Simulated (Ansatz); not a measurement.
Geometry optimisation, RKS B3LYP-D4/def2-SVP (Ansatz 0.2.0).

Input file:

```yaml
crystal:
  periodic: [false, false, false]
  atoms:
    - { symbol: Ti, position_ang: [0.0, 0.0, 0.0] }
    - { symbol: Cl, position_ang: [0.0, 0.0, 2.37] }
    - { symbol: F, position_ang: [1.7257, 0.0, -0.6094] }
    - { symbol: F, position_ang: [-0.8619, 1.4933, -0.6094] }
    - { symbol: O, position_ang: [-0.9043, -1.5667, -0.6394] }
    - { symbol: H, position_ang: [-1.359, -2.0324, 0.133] }
basis:
  gaussian: { orbitals: def2-SVP }
hamiltonian:
  xc: b3lyp
  dispersion: d4
relax:
  f_tol: 0.02
  max_steps: 40
```

Run as:

```bash
$ ansatz run input.yaml --threads 2 --pin off --max-ram 3072MiB --backend cpu --events-out ev --progress --plain --runs-dir out
```

Question: Where does it end, and by what steps?

Answer: It converged. After 13 steps the energy has fallen by 0.873 eV; H6 moved furthest, 0.53 Å.

| step | energy less start (eV) | largest force component (eV/Å) | accepted |
| --- | --- | --- | --- |
| 0 | 0.0000 | 2.561 | yes |
| 1 | -0.7409 | 1.377 | yes |
| 2 | -0.8028 | 0.393 | yes |
| 3 | -0.8201 | 0.281 | yes |
| 4 | -0.8420 | 0.644 | yes |
| 5 | -0.8630 | 0.604 | yes |
| 6 | -0.8630 | 0.606 | yes |
| 7 | -0.8140 | 1.980 | no |
| 8 | -0.8660 | 0.453 | yes |
| 9 | -0.8695 | 0.347 | yes |
| 10 | -0.8726 | 0.038 | yes |
| 11 | -0.8728 | 0.025 | yes |
| 12 | -0.8728 | 0.025 | yes |
| 13 | -0.8729 | 0.006 | yes |

```xyz
6
Properties=species:S:1:pos:R:3
Ti 0.040 -0.031 0.108
Cl 0.128 0.181 2.297
F 1.641 0.001 -0.572
F -0.904 1.282 -0.534
O -0.721 -1.553 -0.311
H -1.584 -1.986 -0.343
```

Whether the end is a true minimum wasn't checked by a vibrational analysis.

Run time: 40 s on 2 threads of AMD EPYC 7R43 64-Core Processor (Zen 3), with other jobs on the host, peak memory 0.24 GiB.
